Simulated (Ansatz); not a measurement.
Molecule: C3H7Si, charge -1, multiplicity 1. It need not be the lowest isomer of its formula. Whether it binds its extra electron was not tested at this geometry. 
Coordinates optimised at B3LYP-D3(BJ)/def2-TZVP (Ansatz, a program for electronic structure):
```
C
H 1 1.0951
H 1 1.0998 2 108.21
C 1 1.5266 2 108.38 3 -122.85
C 4 1.3436 1 122.41 2 -15.94
H 4 1.1080 5 126.08 1 177.26
H 5 1.1118 4 109.25 6 -1.19
Si 1 1.8696 2 108.60 3 118.85
H 8 1.4857 1 112.33 2 52.16
H 8 1.4924 9 107.24 1 -123.18
H 8 1.5070 9 105.77 10 -111.15
```
Charge -1, spin multiplicity 1.

Parts of the frozen-core correlation energy in aug-cc-pV(Q+d)Z (Ansatz, hartree). Frozen orbitals: 8; correlated occupied orbitals by spin: 12 and 12; virtual: 631 and 631. Spin-orbit coupling is left out. Non-relativistic.

```
term                            value
-------------------------  ----------
reference (HF)             -406.57254
MP2 opposite-spin            -0.54901
MP2 same-spin                -0.14484
CCSD correlation             -0.72903
(T)                          -0.03545
T1 diagnostic                   0.017
largest doubles amplitude       0.020
```
